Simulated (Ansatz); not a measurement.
`[BH2][GeH2][CH]=O` + `[AsH3]` → `B[AsH2]` + `O=[CH][GeH3]` at 700 K and 1 bar (cleavage of the B–Ge bond).

Computed with Ansatz on PBE0-D4/def2-TZVP structures; ΔE is electronic, products minus reactants. CCSD(T)/CBS adds triple-zeta CCSD(T) − MP2 to the extrapolated MP2 energy (def2 sets, frozen cores). For As, Ge outer-core shells are correlated without core-valence functions, which leaves a few kJ/mol of doubt a bond. Scalar relativity is left out up to krypton. One conformer a species, not always the lowest.

| species | CCSD(T)/CBS energy (Eh) | H − E (kJ/mol) | S (J/(mol·K)) |
| --- | --- | --- | --- |
| `[BH2][GeH2][CH]=O` | -2217.06538 | 211.9 | 453.9 |
| `[AsH3]` | -2236.79077 | 87.1 | 262.7 |
| `B[AsH2]` | -2262.17165 | 138.8 | 334.6 |
| `O=[CH][GeH3]` | -2191.69659 | 160.7 | 381.7 |

H − E and S are ideal-gas, rigid-rotor, harmonic terms from PBE0-D4/def2-TZVP, for one conformer and one mirror image of each species. 1 Eh = 2625.50 kJ/mol, R = 8.31446 J/(mol·K).

**Question.** By hand: ΔE, ΔH, ΔS and ΔG.

**Answer.** ΔE = (-2262.17165) + (-2191.69659) − (-2217.06538) − (-2236.79077) = -0.01209 Eh = -31.7 kJ/mol. Δ(H − E) = 138.8 + 160.7 − 211.9 − 87.1 = 0.5, so ΔH = -31.2 kJ/mol. ΔS = 334.6 + 381.7 − 453.9 − 262.7 = -0.3 J/(mol·K). ΔG = -31.2 − 700 × (-0.3)/1000 = -31.0 kJ/mol.

**Question.** By hand: the equilibrium constant, and the temperature at which ΔG would vanish if ΔH and ΔS stayed fixed.

**Answer.** log₁₀ K = −ΔG/(RT ln 10) = 2.3. ΔG = 0 at ΔH/ΔS = 104000 K, far beyond where these terms or the molecules hold.

The number of gas molecules stays the same, so ΔS is small and ΔH decides. A doubt of 5 kJ/mol in ΔE shifts log₁₀ K by 0.4 here. Other conformers and mirror images would add mixing entropy, several J/(mol·K) or more a flexible species. Modes under 60 cm⁻¹, often nearly free rotors, make the harmonic entropy too high. These are equilibria of isolated gas molecules and say nothing of rates. Largest T1 diagnostic: 0.016 (customary marks: 0.02 for closed shells, 0.045 for open ones).
